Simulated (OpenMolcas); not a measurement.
# Au6+: effect of the active space

| Quantity | Value |
| --- | --- |
| Program | OpenMolcas 26.06 |
| Method | CASSCF or its RAS form |
| Basis | ANO-RCC-VTZP |
| Scalar Hamiltonian | DKH2, point nucleus |
| Spin-orbit coupling | state interaction with AMFI integrals over the reference wave functions, term energies averaged over their components |

A. 5 electrons in 5 orbitals (5d); 2S+1 = 6 even, 1 root; 2S+1 = 4 even, 24 roots; 2S+1 = 2 even, 75 roots; cost about 21 core-seconds
B. 11 electrons in 8 orbitals (RAS1 5p, at most 2 holes; RAS2 5d); 2S+1 = 6 even, 1 root; 2S+1 = 4 even, 24 roots; 2S+1 = 2 even, 75 roots; cost of the order of 50 core-seconds
C. 5 electrons in 10 orbitals (5d 6d); 2S+1 = 6 even, 1 root; 2S+1 = 4 even, 24 roots; 2S+1 = 2 even, 75 roots; cost of the order of 110 core-seconds

Energies in cm-1 above 5d5 6S 5/2.

```json
{"Level": "5d5 6S 5/2", "A": "0.0", "B": "0.0", "C": "0.0"}
{"Level": "5d5 4G 7/2 [55 %]", "A": "30972", "B": "31050", "C": "30521"}
{"Level": "5d5 4G 11/2 [71 %]", "A": "32606", "B": "33371", "C": "32287"}
{"Level": "5d5 4G 9/2", "A": "34541", "B": "35162", "C": "34155"}
{"Level": "5d5 4P 1/2 [63 %]", "A": "37447", "B": "35914", "C": "36866"}
{"Level": "5d5 4D 7/2 [54 %]", "A": "42627", "B": "42600", "C": "42216"}
{"Level": "5d5 2I 11/2 [66 %]", "A": "48182", "B": "49862", "C": "47675"}
{"Level": "5d5 4D 1/2 [70 %]", "A": "49485", "B": "48813", "C": "48856"}
{"Level": "5d5 4F 3/2 [52 %]", "A": "53188", "B": "51470", "C": "52284"}
{"Level": "5d5 2I 13/2", "A": "53230", "B": "55433", "C": "52826"}
{"Level": "5d5 2H 9/2 [53 %]", "A": "62211", "B": "61703", "C": "61618"}
{"Level": "5d5 2G 7/2(1) [54 %]", "A": "64987", "B": "64811", "C": "64343"}
{"Level": "5d5 2F 7/2(1) [55 %]", "A": "70423", "B": "69382", "C": "69781"}
{"Level": "5d5 2S 1/2", "A": "74629", "B": "72865", "C": "73911"}
{"Level": "5d5 2H 11/2 [66 %]", "A": "75567", "B": "76240", "C": "75067"}
{"Level": "5d5 2D 3/2(2) [74 %]", "A": "83251", "B": "81031", "C": "82400"}
{"Level": "5d5 2G 9/2(2)", "A": "91955", "B": "91054", "C": "91258"}
{"Level": "5d5 2G 7/2(2)", "A": "95871", "B": "94948", "C": "94993"}
{"Level": "5d5 2P 3/2", "A": "104046", "B": "101052", "C": "103081"}
{"Level": "5d5 2P 1/2", "A": "111556", "B": "108928", "C": "110513"}
{"Level": "5d5 2D 5/2(3)", "A": "119688", "B": "115675", "C": "118654"}
{"Level": "5d5 2D 3/2(3) [73 %]", "A": "123820", "B": "119927", "C": "122497"}
```

Among A to C the level of the table that moves most is 5d5 2D 5/2(3), by 4000 cm-1 (lowest in B, highest in A).

Without dynamic correlation excited terms often stand tens of per cent too high (terms of higher spin than the ground term too low), and those without a measured partner can miss by more than the paired ones. Active for correlation alone: 5p; no level in the range computed is led by a configuration that opens it, so any true level of that kind is missing (holds for B). Active for correlation alone: 6d; no level in the range computed is led by a configuration that fills it, so any true level of that kind is missing (holds for C). Only configurations of the active space appear. Levels that lie high or do not pair safely by name in every column are left out.

A share in square brackets marks a mixed level and gives the weight of the term that names it, the lowest over the columns. A number in round brackets counts repeated terms of one configuration in the order of the reference energies.
